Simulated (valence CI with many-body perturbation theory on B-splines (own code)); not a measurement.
## Forbidden lines of Ta XXIV

Computed by valence CI with perturbative core correlation (CI+MBPT): four valence electrons over a frozen Dirac-Fock core [Kr] 4d10, a basis of 8 s, 8 p, 9 d, 9 f, 6 g, 3 h, 2 i functions for each j, with the one-electron correlation potential Σ1, the two-electron term Σ2, the three-electron term Σ3, Breit, model QED; selected CI, second order for the rest (own B-spline code, finite nucleus).

No measured levels were compared; by estimate terms of the open shell hold to a few per cent of their energy, and close levels can change places. Core correlation moves these levels by up to 3700 cm⁻¹, and in measured spectra 5 to 20 % of such shifts remained as error; rates that hang on mixing are uncertain with them. Only levels of the ground parity were solved; by the run's estimate the other parity begins above the list, which can be wrong where configurations are misplaced.

Lines 1 to 50 of 120 in falling wavelength, among levels below 126720 cm⁻¹, chosen from the decays that carry over 1 % of a level's rate. Wavelengths and rates use the calculated energies, so an error of 2000 cm⁻¹ moves a line at 2953 nm by 59 % and its rate by three times that or more. Weak lines are less certain than strong ones. Lines between different terms over intervals too small for the method are left out, as are lines whose strength nearly cancels. Where a level lies close to another of its J and parity, the split of strength between their lines is uncertain.

Names give the largest LS component (configuration and term), which can be under half, so a name can repeat, a term be missing and a line seem to break the LS rules; names also repeat where a configuration has a term twice. Letters in brackets count levels of one name in rising energy.

| λ vac (nm) | Upper | Lower | Type | A (s⁻¹) | Branch % |
| --- | --- | --- | --- | --- | --- |
| 2953 | 4f4 5F_3 | 4f4 3G_4 [a] | M1 | 7.88e-01 | 1.7 |
| 2730 | 4f4 5S_2 | 4f4 5F_3 | M1 | 1.03e+00 | 6.9 |
| 2448 | 4f4 5F_1 | 4f4 5F_2 | M1 | 3.76e+00 | 100.0 |
| 2227 | 4f4 3P_0 [a] | 4f4 3P_1 | M1 | 6.85e-01 | 6.3 |
| 1382 | 4f4 3H_6 [a] | 4f4 5G_6 | M1 | 2.72e+00 | 3.0 |
| 1295 | 4f4 5I_8 | 4f4 5I_7 | M1 | 1.47e+01 | 100.0 |
| 1268 | 4f4 3P_0 [b] | 4f4 3P_1 | M1 | 1.31e+01 | 17.2 |
| 1187 | 4f4 3H_6 [a] | 4f4 5G_5 | M1 | 1.29e+01 | 14.2 |
| 1106 | 4f4 5I_7 | 4f4 5I_6 | M1 | 4.19e+01 | 100.0 |
| 1053 | 4f4 5G_5 | 4f4 5F_5 [b] | M1 | 4.44e+00 | 1.5 |
| 996.4 | 4f4 5G_3 | 4f4 3G_4 [a] | M1 | 1.06e+01 | 9.4 |
| 994.2 | 4f4 5S_2 | 4f4 5F_1 | M1 | 1.29e+01 | 86.2 |
| 954.5 | 4f4 5G_2 | 4f4 5F_1 | M1 | 2.94e+00 | 6.0 |
| 954.1 | 4f4 5F_3 | 4f4 5F_2 | M1 | 3.35e+01 | 73.4 |
| 936.0 | 4f4 5G_6 | 4f4 5F_5 [b] | M1 | 1.62e+01 | 7.5 |
| 921.9 | 4f4 5I_6 | 4f4 5I_5 | M1 | 8.72e+01 | 100.0 |
| 899.9 | 4f4 5G_5 | 4f4 5G_4 | M1 | 5.64e+01 | 19.4 |
| 858.7 | 4f4 5F_5 [b] | 4f4 5F_4 | M1 | 4.50e+01 | 17.9 |
| 838.1 | 4f4 3D_3 | 4f4 3D_2 | M1 | 1.89e+01 | 9.7 |
| 806.2 | 4f4 5I_5 | 4f4 5I_4 | M1 | 1.06e+02 | 100.0 |
| 772.6 | 4f4 5F_4 | 4f4 5F_3 | M1 | 6.05e+01 | 22.2 |
| 765.9 | 4f4 5F_5 [b] | 4f4 5F_5 [a] | M1 | 2.64e+01 | 10.5 |
| 728.6 | 4f4 3D_3 | 4f4 5G_4 | M1 | 5.77e+00 | 3.0 |
| 707.0 | 4f4 5S_2 | 4f4 5F_2 | M1 | 9.61e-01 | 6.4 |
| 686.7 | 4f4 5G_2 | 4f4 5F_2 | M1 | 4.53e+01 | 93.1 |
| 670.4 | 4f4 5F_5 [a] | 4f4 3G_4 [a] | M1 | 7.08e+01 | 41.3 |
| 612.7 | 4f4 5G_4 | 4f4 5G_3 | M1 | 1.49e+02 | 29.8 |
| 612.4 | 4f4 5F_4 | 4f4 3G_4 [a] | M1 | 6.10e+01 | 22.4 |
| 583.7 | 4f4 5G_3 | 4f4 5F_2 | M1 | 6.83e+01 | 60.6 |
| 558.0 | 4f4 3H_6 [a] | 4f4 5F_5 [b] | M1 | 9.32e-01 | 1.0 |
| 552.1 | 4f4 3D_2 | 4f4 5G_3 | M1 | 2.62e+01 | 5.9 |
| 551.1 | 4f4 3L_8 | 4f4 3M_8 | M1 | 1.72e+01 | 9.9 |
| 535.2 | 4f4 3G_3 [a] | 4f4 5G_3 | M1 | 4.40e+00 | 1.2 |
| 516.3 | 4f4 3M_9 | 4f4 3M_8 | M1 | 1.01e+02 | 54.3 |
| 483.5 | 4f4 3D_2 | 4f4 5G_2 | M1 | 8.85e+01 | 20.0 |
| 478.8 | 4f4 3M_8 | 4f4 5I_8 | M1 | 1.31e+02 | 61.7 |
| 473.9 | 4f4 3D_2 | 4f4 5S_2 | M1 | 2.43e+01 | 5.5 |
| 470.5 | 4f4 3G_3 [a] | 4f4 5G_2 | M1 | 1.29e+02 | 36.6 |
| 461.4 | 4f4 3G_3 [a] | 4f4 5S_2 | M1 | 1.03e+02 | 29.1 |
| 443.4 | 4f4 5G_5 | 4f4 5F_5 [a] | M1 | 5.76e+01 | 19.8 |
| 435.8 | 4f4 3L_8 | 4f4 3L_7 | M1 | 1.36e+02 | 78.8 |
| 431.2 | 4f4 3K_8 | 4f4 3M_8 | M1 | 2.33e+02 | 48.1 |
| 422.9 | 4f4 3F_4 [a] | 4f4 5F_4 | M1 | 3.13e+01 | 8.7 |
| 421.2 | 4f4 5G_6 | 4f4 5F_5 [a] | M1 | 1.07e+02 | 49.2 |
| 421.0 | 4f4 3D_3 | 4f4 5F_4 | M1 | 4.82e+01 | 24.8 |
| 420.0 | 4f4 3L_7 | 4f4 5I_7 | M1 | 1.07e+02 | 33.5 |
| 412.8 | 4f4 3K_7 | 4f4 3L_7 | M1 | 1.46e+02 | 22.8 |
| 403.8 | 4f4 3D_2 | 4f4 5F_3 | M1 | 1.41e+02 | 31.9 |
| 399.5 | 4f4 3I_5 | 4f4 5F_5 [a] | M1 | 3.09e+01 | 8.6 |
| 399.0 | 4f4 3F_4 [a] | 4f4 5F_5 [a] | M1 | 1.04e+02 | 28.8 |
